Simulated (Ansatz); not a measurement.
```yaml
crystal:
  periodic: [false, false, false]
  atoms:
    - {symbol: Be, position_ang: [-0.000025, -0.000169, 0.000179]}
    - {symbol: I, position_ang: [-1.469410, -0.441353, -1.004729]}
    - {symbol: I, position_ang: [-1.769410, -0.741353, -1.004729]}
basis:
  gaussian: {orbitals: def2-TZVP, nuclear_model: gaussian}
hamiltonian: {xc: {name: B3LYP}, dispersion: d3bj}
scf: {omitted_lower_state_checks: [starts]}
output: {forces: true}
```

```sh
$ ansatz run in.yaml --threads 4 --pin off --events-out ev --progress --plain --max-ram 3916MiB
```

Shortened log:

```
Functional definition: B3LYP
963 factors; their error is unknown
mean field evaluation 1: about -9887.0164 eV, gradient 2.7e2 eV
mean field evaluation 2: about -8363.7828 eV, gradient 7.6e2 eV
mean field evaluation 4: about -9883.0188 eV, gradient 2.2e2 eV
mean field evaluation 8: about -9993.1242 eV, gradient 3.1e0 eV
mean field evaluation 16: about -9994.3664 eV, gradient 9.2e-2 eV
a density is far from that of the atoms, so the factors are made again for it
1269 factors; integrals over basis functions are off by at most 8.4e-5 eV
mean field evaluation 32: about -9994.3722 eV, gradient 9.4e-3 eV
mean field -9994.37221418 eV, -367.2864044422 hartree, gradient 1.0e-5 eV, S^2 0.000000; 0 other end points of the search recorded, 0 dependent functions left out
reference -9994.37239268 eV, -367.2864110022 hartree; 27, 27 occupied and 92, 92 virtual orbitals, 1269 factors
Total energy: -9994.61276011 eV, -367.2952443422 hartree
Atom 0 at    -0.000025    -0.000169     0.000179 Å, force     6.692947     0.539432     6.014113 eV/Å
Atom 1 at    -1.469410    -0.441353    -1.004729 Å, force 27546.402304 27559.756445   -13.051615 eV/Å
Atom 2 at    -1.769410    -0.741353    -1.004729 Å, force -27553.095251 -27560.295877     7.037502 eV/Å
Dipole moment:    -1.024716    -0.388949    -0.621364 e Å
Checks for a lower state left out: starts
```

(1) Something in this input is off. What?

Answers

(1) One atom was put on top of another. The run converged. The result belongs to that input, not to the species as meant.
